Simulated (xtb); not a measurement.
H3B (SMILES B), singlet, geometry from GFN2-xTB.

xtb was given this input:
```
$ xtb mol.xyz --gfn 2 --json

# file mol.xyz
4

B      0.00000000     0.00000000    -0.00000000
H     -1.13586369    -0.05694986    -0.25006823
H      0.42206688    -0.56959653     0.92378735
H      0.71379681     0.62654639    -0.67371912
```

**Question.** Estimate the partial charges in atom order that GFN2-xTB run with xtb returns for this input.

**Answer.** B1 0.24, H2 -0.08, H3 -0.08, H4 -0.08

**Question.** What is the computed HOMO-LUMO gap (GFN2-xTB)?

**Answer.** 4.50 eV
